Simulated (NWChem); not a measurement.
# C₂H₇BO₂; SMILES CB(O)CO

```xyz
12

C     -0.6419    -1.9220     0.0191
B      0.0358    -0.4940    -0.0148
O      1.3959    -0.3289    -0.0103
C     -0.7847     0.8557    -0.0389
O     -0.0128     2.0498     0.0408
H     -1.6784    -1.9104    -0.3364
H     -0.6697    -2.2942     1.0544
H     -0.0937    -2.6712    -0.5686
H      1.8885    -1.1629    -0.0049
H     -1.5209     0.8489     0.7840
H     -1.4017     0.8680    -0.9582
H      0.9189     1.7852    -0.0050
```
Atoms are numbered in this order, from 1.

Computed with NWChem. Geometry: optimised at B3LYP/6-31G* (spherical d). Isolated, static molecule.

GIAO at PBE0/pcSseg-1: principal shieldings of O5 are 320.4, 324.8, 394.4 ppm; an isolated water molecule has σ = 331.1 ppm at the same levels.

### Question
Find the isotropic 17O shift, its principal values, the span and the skew.

### Answer

1. σ(iso) = one third of the sum = 346.5 ppm.
2. δ = σ(reference) − σ = -15.4 ppm against water.
3. δ11, δ22, δ33 = 10.7, 6.3, -63.3 ppm.
4. Span Ω = δ11 − δ33 = 74.0 ppm; skew κ = 3(δ22 − δ(iso))/Ω = 0.88.
